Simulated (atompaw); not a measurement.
Building the PAW (atompaw) potential for tin (PBE, scalar-relativistic).

Sn (Z = 50), PAW, made with atompaw 4.2.0.5 (PBE, scalar-relativistic). Core [Kr], reference 4d10 5s2 5p1.5 (charge +0.5). Waves: 5s (bound): rc 2.65 bohr; 5s channel at 1.65 Ry: rc 2.65 bohr; 5p (bound): rc 2.65 bohr; 5p channel at 0.45 Ry: rc 2.65 bohr; 4d (bound): rc 1.60 bohr; 4d channel at 0.9 Ry: rc 2.65 bohr. Local part: ultrasoft scheme with l = 3 at 0 Ry, radius 2.20 bohr. Core correction: smooth core density matched at 2.20 bohr. Augmentation charge: besselshape compensation charge, radius 2.20 bohr; PAW radius 2.65 bohr; waves and projectors: custom rrkj gramschmidtortho.

All-electron outer shells of the reference configuration (PBE, scalar-relativistic, ld1.x):

| shell | level (eV) | outermost node (bohr) | outermost maximum (bohr) |
| --- | --- | --- | --- |
| 4s | -137.71 | 0.40 | 0.74 |
| 4p | -93.48 | 0.41 | 0.79 |
| 4d | -29.61 | 0.39 | 0.88 |
| 5s | -14.02 | 0.98 | 1.99 |
| 5p | -6.83 | 1.09 | 2.49 |

Problem. Does the generator finish with these settings?

Solution. Yes, a potential is produced.

Problem. Estimate the cutoffs (Ry, on a coarse ladder) from which the occupation-weighted sum of valence levels, in a spherical-Bessel basis at the reference potential, stays within 10 and 1 mRy of its value at 400 Ry.

Solution. 55 Ry and 90 Ry.

Problem. What does a ghost test show?

Solution. No extra level below or beside the all-electron valence levels (s, p, d, f tested).

Problem. Is the overlap operator S = 1 + Σ q|β⟩⟨β| positive definite (Bessel basis up to 400 Ry)?

Solution. Yes: its lowest eigenvalue is 0.52 (s channel).

Problem. Which valence shell sets the plane-wave cutoff?

Solution. 4d: its level needs 55 Ry to come within 1 mRy, against 8 Ry for 5p.
